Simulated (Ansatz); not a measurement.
Ansatz (a quantum-chemistry and plane-wave program) input (HF/3-21G): The .json file is the Basis Set Exchange's 3-21G.

Ansatz 0.2 input:
```yaml
crystal:
  periodic: [false, false, false]
  atoms:
    - {symbol: C, position_ang: [-1.70940753, -0.92288984, 0.59598716]}
    - {symbol: Si, position_ang: [-0.67535927, 0.52596525, -0.12941973]}
    - {symbol: Si, position_ang: [1.65194581, 0.03371766, -0.22435745]}
    - {symbol: H, position_ang: [-2.76167152, -0.65974916, 0.62228733]}
    - {symbol: H, position_ang: [-1.38731427, -1.15183803, 1.60575147]}
    - {symbol: H, position_ang: [-1.59333003, -1.81410997, -0.01067421]}
    - {symbol: H, position_ang: [-0.84615478, 1.74911597, 0.70328366]}
    - {symbol: H, position_ang: [-1.12860521, 0.84113207, -1.51285810]}
    - {symbol: H, position_ang: [2.00786931, -1.09039373, -1.13572868]}
    - {symbol: H, position_ang: [2.29344013, -0.17237882, 1.10489601]}
basis:
  gaussian:
    orbitals: 3-21G.json
hamiltonian:
  xc: {name: HF}
magnetization: {spin_polarized: true, initial_magnetization: 1}
phonons: {temperatures: {t_min: 298.15, t_max: 298.15, t_step: 100}}
```

Output:

```
Functional definition: HF
integrals: 0.01 GiB planned
595 factors; integrals over basis functions are off by at most 5.4e-4 eV
mean field: 0.14 GiB planned
mean field evaluation 1: about -16774.0073 eV, gradient 1.3e1 eV
mean field evaluation 2: about -16774.0056 eV, gradient 1.3e1 eV
mean field evaluation 4: about -16775.1562 eV, gradient 1.4e0 eV
mean field evaluation 8: about -16775.1863 eV, gradient 2.2e-4 eV
mean field -16775.18623811 eV, -616.4767236211 hartree, gradient 1.8e-5 eV, S^2 0.758221; 0 other end points of the search recorded, 0 dependent functions left out
the calculation of the forces begins
reference -16775.18623811 eV, -616.4767236211 hartree; 21, 20 occupied and 28, 29 virtual orbitals, 595 factors
these checks for a lower state are left out or cut short: stability, starts, cluster_reference, orbital_swaps, neighbouring_geometries, increment
integrals: 0.01 GiB planned
595 factors; integrals over basis functions are off by at most 5.5e-4 eV
mean field: 0.14 GiB planned
mean field evaluation 16: about -16775.1861 eV, gradient 1.2e-5 eV
mean field -16775.18609903 eV, -616.4767185100 hartree, gradient 2.0e-6 eV, S^2 0.758212; 0 other end points of the search recorded, 0 dependent functions left out
the calculation of the forces begins
reference -16775.18609903 eV, -616.4767185100 hartree; 21, 20 occupied and 28, 29 virtual orbitals, 595 factors
these checks for a lower state are left out or cut short: stability, starts, cluster_reference, orbital_swaps, neighbouring_geometries, increment
integrals: 0.01 GiB planned
595 factors; integrals over basis functions are off by at most 5.4e-4 eV
mean field: 0.14 GiB planned
mean field -16775.18609876 eV, -616.4767185000 hartree, gradient 2.0e-6 eV, S^2 0.758229; 0 other end points of the search recorded, 0 dependent functions left out
the calculation of the forces begins
reference -16775.18609876 eV, -616.4767185000 hartree; 21, 20 occupied and 28, 29 virtual orbitals, 595 factors
these checks for a lower state are left out or cut short: stability, starts, cluster_reference, orbital_swaps, neighbouring_geometries, increment
integrals: 0.01 GiB planned
595 factors; integrals over basis functions are off by at most 5.4e-4 eV
mean field: 0.14 GiB planned
mean field evaluation 32: about -16775.1861 eV, gradient 1.2e-5 eV
mean field -16775.18606988 eV, -616.4767174384 hartree, gradient 2.0e-6 eV, S^2 0.758222; 0 other end points of the search recorded, 0 dependent functions left out
the calculation of the forces begins
reference -16775.18606988 eV, -616.4767174384 hartree; 21, 20 occupied and 28, 29 virtual orbitals, 595 factors
these checks for a lower state are left out or cut short: stability, starts, cluster_reference, orbital_swaps, neighbouring_geometries, increment
integrals: 0.01 GiB planned
595 factors; integrals over basis functions are off by at most 5.5e-4 eV
mean field: 0.14 GiB planned
mean field -16775.18607056 eV, -616.4767174635 hartree, gradient 2.0e-6 eV, S^2 0.758219; 0 other end points of the search recorded, 0 dependent functions left out
the calculation of the forces begins
reference -16775.18607056 eV, -616.4767174635 hartree; 21, 20 occupied and 28, 29 virtual orbitals, 595 factors
these checks for a lower state are left out or cut short: stability, starts, cluster_reference, orbital_swaps, neighbouring_geometries, increment
integrals: 0.01 GiB planned
595 factors; integrals over basis functions are off by at most 5.4e-4 eV
mean field: 0.14 GiB planned
mean field -16775.18614818 eV, -616.4767203161 hartree, gradient 2.0e-6 eV, S^2 0.758242; 0 other end points of the search recorded, 0 dependent functions left out
the calculation of the forces begins
reference -16775.18614818 eV, -616.4767203161 hartree; 21, 20 occupied and 28, 29 virtual orbitals, 595 factors
these checks for a lower state are left out or cut short: stability, starts, cluster_reference, orbital_swaps, neighbouring_geometries, increment
integrals: 0.01 GiB planned
595 factors; integrals over basis functions are off by at most 5.4e-4 eV
mean field: 0.14 GiB planned
mean field -16775.18614938 eV, -616.4767203603 hartree, gradient 2.0e-6 eV, S^2 0.758199; 0 other end points of the search recorded, 0 dependent functions left out
the calculation of the forces begins
reference -16775.18614938 eV, -616.4767203603 hartree; 21, 20 occupied and 28, 29 virtual orbitals, 595 factors
these checks for a lower state are left out or cut short: stability, starts, cluster_reference, orbital_swaps, neighbouring_geometries, increment
integrals: 0.01 GiB planned
595 factors; integrals over basis functions are off by at most 5.4e-4 eV
mean field: 0.14 GiB planned
mean field evaluation 64: about -16775.1862 eV, gradient 2.0e-6 eV
[...]
reference -16775.18613828 eV, -616.4767199521 hartree; 21, 20 occupied and 28, 29 virtual orbitals, 595 factors
these checks for a lower state are left out or cut short: stability, starts, cluster_reference, orbital_swaps, neighbouring_geometries, increment
integrals: 0.01 GiB planned
595 factors; integrals over basis functions are off by at most 5.4e-4 eV
mean field: 0.14 GiB planned
mean field -16775.18623062 eV, -616.4767233455 hartree, gradient 2.1e-6 eV, S^2 0.758218; 0 other end points of the search recorded, 0 dependent functions left out
the calculation of the forces begins
reference -16775.18623062 eV, -616.4767233455 hartree; 21, 20 occupied and 28, 29 virtual orbitals, 595 factors
these checks for a lower state are left out or cut short: stability, starts, cluster_reference, orbital_swaps, neighbouring_geometries, increment
integrals: 0.01 GiB planned
595 factors; integrals over basis functions are off by at most 5.4e-4 eV
mean field: 0.14 GiB planned
mean field -16775.18623071 eV, -616.4767233488 hartree, gradient 2.1e-6 eV, S^2 0.758223; 0 other end points of the search recorded, 0 dependent functions left out
the calculation of the forces begins
reference -16775.18623071 eV, -616.4767233488 hartree; 21, 20 occupied and 28, 29 virtual orbitals, 595 factors
these checks for a lower state are left out or cut short: stability, starts, cluster_reference, orbital_swaps, neighbouring_geometries, increment
integrals: 0.01 GiB planned
595 factors; integrals over basis functions are off by at most 5.4e-4 eV
mean field: 0.14 GiB planned
mean field -16775.18619741 eV, -616.4767221252 hartree, gradient 2.0e-6 eV, S^2 0.758221; 0 other end points of the search recorded, 0 dependent functions left out
the calculation of the forces begins
reference -16775.18619741 eV, -616.4767221252 hartree; 21, 20 occupied and 28, 29 virtual orbitals, 595 factors
these checks for a lower state are left out or cut short: stability, starts, cluster_reference, orbital_swaps, neighbouring_geometries, increment
integrals: 0.01 GiB planned
595 factors; integrals over basis functions are off by at most 5.4e-4 eV
mean field: 0.14 GiB planned
mean field evaluation 192: about -16775.1876 eV, gradient 2.2e-5 eV
mean field -16775.18619690 eV, -616.4767221065 hartree, gradient 2.0e-6 eV, S^2 0.758221; 0 other end points of the search recorded, 0 dependent functions left out
the calculation of the forces begins
reference -16775.18619690 eV, -616.4767221065 hartree; 21, 20 occupied and 28, 29 virtual orbitals, 595 factors
these checks for a lower state are left out or cut short: stability, starts, cluster_reference, orbital_swaps, neighbouring_geometries, increment
integrals: 0.01 GiB planned
595 factors; integrals over basis functions are off by at most 5.4e-4 eV
mean field: 0.14 GiB planned
mean field -16775.18621514 eV, -616.4767227769 hartree, gradient 1.1e-6 eV, S^2 0.758222; 0 other end points of the search recorded, 0 dependent functions left out
the calculation of the forces begins
reference -16775.18621514 eV, -616.4767227769 hartree; 21, 20 occupied and 28, 29 virtual orbitals, 595 factors
these checks for a lower state are left out or cut short: stability, starts, cluster_reference, orbital_swaps, neighbouring_geometries, increment
integrals: 0.01 GiB planned
595 factors; integrals over basis functions are off by at most 5.4e-4 eV
mean field: 0.14 GiB planned
mean field -16775.18621518 eV, -616.4767227781 hartree, gradient 1.2e-6 eV, S^2 0.758220; 0 other end points of the search recorded, 0 dependent functions left out
the calculation of the forces begins
reference -16775.18621518 eV, -616.4767227781 hartree; 21, 20 occupied and 28, 29 virtual orbitals, 595 factors
these checks for a lower state are left out or cut short: stability, starts, cluster_reference, orbital_swaps, neighbouring_geometries, increment
integrals: 0.01 GiB planned
595 factors; integrals over basis functions are off by at most 5.4e-4 eV
mean field: 0.14 GiB planned
mean field -16775.18623013 eV, -616.4767233277 hartree, gradient 1.0e-6 eV, S^2 0.758232; 0 other end points of the search recorded, 0 dependent functions left out
the calculation of the forces begins
reference -16775.18623013 eV, -616.4767233277 hartree; 21, 20 occupied and 28, 29 virtual orbitals, 595 factors
these checks for a lower state are left out or cut short: stability, starts, cluster_reference, orbital_swaps, neighbouring_geometries, increment
integrals: 0.01 GiB planned
595 factors; integrals over basis functions are off by at most 5.4e-4 eV
mean field: 0.14 GiB planned
mean field -16775.18623049 eV, -616.4767233408 hartree, gradient 1.1e-6 eV, S^2 0.758210; 0 other end points of the search recorded, 0 dependent functions left out
the calculation of the forces begins
reference -16775.18623049 eV, -616.4767233408 hartree; 21, 20 occupied and 28, 29 virtual orbitals, 595 factors
these checks for a lower state are left out or cut short: stability, starts, cluster_reference, orbital_swaps, neighbouring_geometries, increment
integrals: 0.01 GiB planned
595 factors; integrals over basis functions are off by at most 5.4e-4 eV
mean field: 0.14 GiB planned
mean field evaluation 224: about -16775.1862 eV, gradient 3.2e-2 eV
mean field -16775.18620589 eV, -616.4767224369 hartree, gradient 2.0e-6 eV, S^2 0.758226; 0 other end points of the search recorded, 0 dependent functions left out
the calculation of the forces begins
reference -16775.18620589 eV, -616.4767224369 hartree; 21, 20 occupied and 28, 29 virtual orbitals, 595 factors
these checks for a lower state are left out or cut short: stability, starts, cluster_reference, orbital_swaps, neighbouring_geometries, increment
integrals: 0.01 GiB planned
595 factors; integrals over basis functions are off by at most 5.4e-4 eV
mean field: 0.14 GiB planned
mean field -16775.18620519 eV, -616.4767224111 hartree, gradient 2.0e-6 eV, S^2 0.758216; 0 other end points of the search recorded, 0 dependent functions left out
the calculation of the forces begins
reference -16775.18620519 eV, -616.4767224111 hartree; 21, 20 occupied and 28, 29 virtual orbitals, 595 factors
these checks for a lower state are left out or cut short: stability, starts, cluster_reference, orbital_swaps, neighbouring_geometries, increment
integrals: 0.01 GiB planned
595 factors; integrals over basis functions are off by at most 5.4e-4 eV
mean field: 0.14 GiB planned
mean field -16775.18621338 eV, -616.4767227123 hartree, gradient 2.0e-6 eV, S^2 0.758208; 0 other end points of the search recorded, 0 dependent functions left out
the calculation of the forces begins
reference -16775.18621338 eV, -616.4767227123 hartree; 21, 20 occupied and 28, 29 virtual orbitals, 595 factors
these checks for a lower state are left out or cut short: stability, starts, cluster_reference, orbital_swaps, neighbouring_geometries, increment
integrals: 0.01 GiB planned
595 factors; integrals over basis functions are off by at most 5.4e-4 eV
mean field: 0.14 GiB planned
mean field -16775.18621290 eV, -616.4767226943 hartree, gradient 2.0e-6 eV, S^2 0.758233; 0 other end points of the search recorded, 0 dependent functions left out
the calculation of the forces begins
reference -16775.18621290 eV, -616.4767226943 hartree; 21, 20 occupied and 28, 29 virtual orbitals, 595 factors
Total energy: -16775.18623811 eV, -616.4767236211 hartree
Atom 0 at    -1.709408    -0.922890     0.595987 Å, force    -0.000156     0.000083    -0.000014 eV/Å
Atom 1 at    -0.675359     0.525965    -0.129420 Å, force     0.000101    -0.000270     0.000098 eV/Å
Atom 2 at     1.651946     0.033718    -0.224357 Å, force     0.000111    -0.000320     0.000117 eV/Å
Atom 3 at    -2.761672    -0.659749     0.622287 Å, force    -0.000481    -0.000025     0.000071 eV/Å
Atom 4 at    -1.387314    -1.151838     1.605751 Å, force     0.000270    -0.000050    -0.000453 eV/Å
Atom 5 at    -1.593330    -1.814110    -0.010674 Å, force     0.000364     0.000254     0.000289 eV/Å
Atom 6 at    -0.846155     1.749116     0.703284 Å, force    -0.000020     0.000061    -0.000011 eV/Å
Atom 7 at    -1.128605     0.841132    -1.512858 Å, force    -0.000022     0.000053    -0.000030 eV/Å
Atom 8 at     2.007869    -1.090394    -1.135729 Å, force    -0.000065     0.000164     0.000105 eV/Å
Atom 9 at     2.293440    -0.172379     1.104896 Å, force    -0.000101     0.000050    -0.000172 eV/Å
Dipole moment:    -0.138150    -0.053765     0.039636 e Å
Vibrations: 89.24 151.60 162.15 387.67 396.20 503.13 552.47 706.51 737.19 787.89 960.64 1001.85 1003.65 1011.52 1469.80 1633.48 1633.53 2252.60 2258.07 2266.02 2269.60 3192.10 3265.46 3270.38 cm⁻¹, zero-point energy 1.981437 eV
```

The blocks after the first are displaced geometries, from whose forces the wavenumbers follow.
